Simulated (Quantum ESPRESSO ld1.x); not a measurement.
Q: All-electron atom: K13+ in [He] 2s2 2p2. Method: Dirac Kohn-Sham, LDA (Slater exchange, Perdew-Zunger correlation), spin-unpolarised, spherical densities, point nucleus; open shells are shared between the two j in proportion to 2j + 1; computed with ld1.x of Quantum ESPRESSO 7.5.

Spin-orbit splittings of the eigenvalues, e(l+1/2) - e(l-1/2), with zeta = 2 splitting/(2l+1) and mean radii in bohr:

shell  occ.  splitting (eV)  zeta (eV)  <r> j=l-1/2  <r> j=l+1/2
2p        2           3.790      2.527       0.3069       0.3088
3p        0               ?          ?       0.8282       0.8311

Estimate the 3p splitting.

A: 0.9556 eV (zeta = 0.6370 eV).
